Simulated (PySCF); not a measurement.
Mn⁺ (manganese, charge +1): UHF calculation

Configuration: [Ar] 3d5 4s1, high-spin 7S determinant. All numbers are calculated (PySCF 2.14, the non-relativistic Hamiltonian (point nucleus), in 6-31G* (5s4p2d1f, 34 functions)).

```json
{
  "Total energy": "-1149.501429 hartree",
  "One-electron energy": "-1578.0063 hartree",
  "Hartree (Coulomb) energy": "479.4067 hartree",
  "Exchange energy": "-50.9018 hartree",
  "Kinetic energy": "1149.26080 hartree",
  "⟨S²⟩": "12.0002",
  "⟨L²⟩": "0.000",
  "Sum of ⟨r⟩": "17.87 bohr",
  "Sum of ⟨r²⟩": "25.80 bohr²",
  "Density at the nucleus (Gaussians lack the cusp)": "9930 bohr⁻³",
  "Spin density at the nucleus": "3.22 bohr⁻³",
  "Langevin diamagnetic susceptibility": "-20.4 ×10⁻⁶ cm³/mol",
  "Time after the integrals": "0.07 s of wall time on 1 thread of Neoverse-V2 (shared host)"
}
```

```csv
shell,electrons,mean orbital energy (hartree),"rms radius, mean of both spins (bohr)"
1s α,1,-240.81369,0.0713
1s β,1,-240.80914,0.0713
2s α,1,-29.47043,0.305
2s β,1,-29.33372,0.305
2p α,3,-25.17366,0.274
2p β,3,-25.04178,0.274
3s α,1,-4.31046,0.924
3s β,1,-3.89001,0.924
3p α,3,-3.01714,0.991
3p β,3,-2.51421,0.991
3d α,5,-0.91847,1.24
4s α,1,-0.53643,3.15
```
